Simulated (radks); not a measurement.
Values are calculated unless marked as measured or tabulated.
Spherical quantum dot in the effective-mass picture: electrons in a parabolic well V = omega^2 r^2 / 2 with omega = 0.538, with a point charge +2 (a donor) at the centre, all in effective atomic units (hartree* = m*/eps^2 hartree, bohr* = eps/m* bohr), one dielectric constant everywhere. Level of theory: non-relativistic Kohn-Sham, PBE, spin-polarised, spherical densities (a radial shooting solver with Libxc functionals). Levels are named by radial order and angular momentum (1s, 1p, 1d, 2s, ...), and open shells are averaged over m. Results are scaled to m* = 0.027 and eps = 12.4, for which hartree* = 4.778 meV and bohr* = 24.3 nm.

N = 13, configuration 1s2 1p6 1d(up 3, down 0) 2s2. This is the lowest configuration that the search found. Occupied and some empty levels:

| level | occupation | eigenvalue (meV) | <r> (nm) |
|---|---|---|---|
| 1s up | 1 | 19.076 | 25.11 |
| 1s down | 1 | 19.082 | 24.62 |
| 1p up | 3 | 22.569 | 63.71 |
| 2s up | 1 | 22.675 | 64.50 |
| 1p down | 3 | 22.766 | 62.74 |
| 2s down | 1 | 22.886 | 64.34 |
| 1d up | 3 | 24.149 | 74.27 |
| 1d down | 0 | 24.391 | 74.01 |
| 1f up | 0 | 25.829 | 81.84 |
| 1f down | 0 | 26.081 | 82.01 |
| 2p up | 0 | 26.105 | 70.75 |
| 2p down | 0 | 26.243 | 71.32 |
| 1g up | 0 | 27.633 | 88.32 |
| 1g down | 0 | 27.877 | 88.75 |

Energy (meV): total 152.063, kinetic 40.832, external -13.044, Hartree 146.80, exchange-correlation -22.524.

Electron density:

| r (nm) | n(r) (e/nm^3) |
|---|---|
| 2.61 | 0.0001973 |
| 12.4 | 0.00004277 |
| 22.3 | 0.00001200 |
| 32.1 | 5.952e-06 |
| 41.9 | 5.161e-06 |
| 51.8 | 5.020e-06 |
| 61.6 | 4.413e-06 |
| 71.5 | 3.298e-06 |
| 81.3 | 2.042e-06 |
| 91.1 | 1.025e-06 |
| 101 | 4.172e-07 |
| 111 | 1.395e-07 |
| 121 | 3.802e-08 |
| 130 | 8.416e-09 |
